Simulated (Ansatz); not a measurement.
A run for Ansatz (an electronic-structure program): U-PBE/def2-TZVPP on BiCl3 (SMILES [Cl][Bi]([Cl])[Cl]), a point of a bond scan (R = 2.941 Å). Elements past Kr take the def2 small-core potentials; no spin–orbit coupling.

Ansatz 0.2 input:
```yaml
crystal:
  periodic: [false, false, false]
  atoms:
    - {symbol: Bi, position_ang: [0.00034813, 0.00075578, 0.45198192]}
    - {symbol: Cl, position_ang: [-2.24243407, -1.26286931, -0.96925489]}
    - {symbol: Cl, position_ang: [0.02324247, 2.14208345, -0.73918069]}
    - {symbol: Cl, position_ang: [1.84369489, -1.09350832, -0.73517245]}
basis:
  gaussian:
    orbitals: def2-TZVPP
hamiltonian:
  xc: {name: PBE}
magnetization: {spin_polarized: true, initial_magnetization: 0}
```

The log:

```
WARN ansatz: RAYON_NUM_THREADS=6 ignored (pool sized by the plan → 6); use --threads N
Functional definition: PBE
integrals: 0.12 GiB planned
1242 factors; their error is unknown
mean field: 0.85 GiB planned
mean field evaluation 1: about -43394.2324 eV, gradient 2.5e1 eV
mean field evaluation 2: about -43246.3950 eV, gradient 1.2e2 eV
mean field evaluation 4: about -43397.4684 eV, gradient 1.3e1 eV
mean field evaluation 8: about -43398.4095 eV, gradient 1.7e-1 eV
mean field evaluation 16: about -43398.3807 eV, gradient 4.5e-4 eV
mean field -43398.38068895 eV, -1594.8610738399 hartree, gradient 2.7e-5 eV, S^2 0.000000; 0 other end points of the search recorded, 0 dependent functions left out
reference -43398.38072896 eV, -1594.8610753103 hartree; 37, 37 occupied and 139, 139 virtual orbitals, 1242 factors
Total energy: -43398.38072896 eV, -1594.8610753103 hartree
```

The calculation finished and met its thresholds.

Cost: about 10 core-seconds (a rough figure).
